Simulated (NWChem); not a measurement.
Molecule: C₂H₅F₃Si; SMILES [Si@@H](C)(C(F)F)F

```xyz
11

C     -1.1621     1.8728    -0.1446
Si     0.2775     0.7292    -0.3950
F      1.3477     0.9257     0.8134
C     -0.3301    -1.0868    -0.3311
F      0.7198    -1.9468    -0.3639
F     -1.0148    -1.2941     0.8286
H     -0.8307     2.9199    -0.0750
H     -1.6925     1.6119     0.7841
H     -1.8755     1.7962    -0.9807
H      0.9992     0.9393    -1.6797
H     -1.0075    -1.3548    -1.1668
```
Atoms are numbered in this order, from 1.

Computed with NWChem. Medium grid unless said otherwise, to which SCAN and Minnesota functionals are sensitive. Structure relaxed at the PBE0/def2-SVP level. Hybrids' shares of exact exchange are those that their runs print; pure functionals count as 0. The functionals differ in more than this share.

```csv
row,share of exact exchange,highest occupied level (eV)
PBE/def2-TZVP,0.00,-6.98
r2SCAN/def2-TZVP,0.00,-7.32
B3LYP/def2-TZVP,0.20,withheld
PW6B95/def2-TZVP,0.28,-8.74
Hartree-Fock/def2-TZVP,1.00,-12.46
```

### Question
Fit a straight line of the last column on the one before it, predict the withheld value, and compare with the run.

### Answer

1. Means of the 4 shown rows: x = 0.320, y = -8.875. Slope Σ(x − x̄)(y − ȳ)/Σ(x − x̄)² = -3.547/0.6688 = -5.304; intercept -7.178.
2. The shown rows scatter about the line by 0.128 (root mean square); the largest residual is +0.20, at PBE/def2-TZVP.
3. At x = 0.20 (B3LYP/def2-TZVP; inside the shown range) the line gives -8.24.
4. The run gives -8.38, -0.14 from the line, 1.1 times the scatter.
